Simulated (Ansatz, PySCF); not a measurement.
MoOF2, SMILES [F][Mo]([F])=[O] (connectivity only; charge and spin as stated), neutral, multiplicity 3. Atoms are numbered in the order given.

```xyz
4

Mo     0.0007     0.0435     0.0000
O     -0.0366     1.7072     0.0000
F      1.6202    -0.9157     0.0000
F     -1.5742    -0.9872     0.0000
```
Charge 0, spin multiplicity 3.

Geometry: B3LYP-D3(BJ)/def2-TZVP. The multiplicity is an assumed one; other spin states were not compared. The def2 effective core potentials stand for the cores of Mo; spin–orbit coupling is left out.

Two levels are set side by side: PBE-D3(BJ)/def2-TZVP (Ansatz, an electronic-structure program) and B3LYP-D3(BJ)/def2-TZVP (Ansatz). Each level has its own optimised geometry; the coordinates shown are those of the second. Frequencies come from the Hessian of PySCF at each geometry. Differences are taken from unrounded values.

```tsv
quantity	B3LYP-D3(BJ)
mean bond length (Å)	1.810
bond Mo1–O2 (Å)	1.664
bond Mo1–F3 (Å)	1.882
bond Mo1–F4 (Å)	1.882
highest harmonic wavenumber (cm⁻¹)	1058
mean harmonic wavenumber (cm⁻¹)	483
zero-point energy (kcal/mol)	4.14
```

### Question
What does PBE-D3(BJ) give, and how far is it from B3LYP-D3(BJ)? (An estimate is asked for; the answer gives what the named calculation found.)

### Answer

```json
[
 {"quantity": "mean bond length (Å)", "PBE-D3(BJ)": "1.814", "PBE-D3(BJ) minus B3LYP-D3(BJ)": "0.004"},
 {"quantity": "bond Mo1–O2 (Å)", "PBE-D3(BJ)": "1.674", "PBE-D3(BJ) minus B3LYP-D3(BJ)": "0.010"},
 {"quantity": "bond Mo1–F3 (Å)", "PBE-D3(BJ)": "1.884", "PBE-D3(BJ) minus B3LYP-D3(BJ)": "0.002"},
 {"quantity": "bond Mo1–F4 (Å)", "PBE-D3(BJ)": "1.884", "PBE-D3(BJ) minus B3LYP-D3(BJ)": "0.002"},
 {"quantity": "highest harmonic wavenumber (cm⁻¹)", "PBE-D3(BJ)": "1028", "PBE-D3(BJ) minus B3LYP-D3(BJ)": "-30"},
 {"quantity": "mean harmonic wavenumber (cm⁻¹)", "PBE-D3(BJ)": "471", "PBE-D3(BJ) minus B3LYP-D3(BJ)": "-12"},
 {"quantity": "zero-point energy (kcal/mol)", "PBE-D3(BJ)": "4.04", "PBE-D3(BJ) minus B3LYP-D3(BJ)": "-0.10"}
]
```
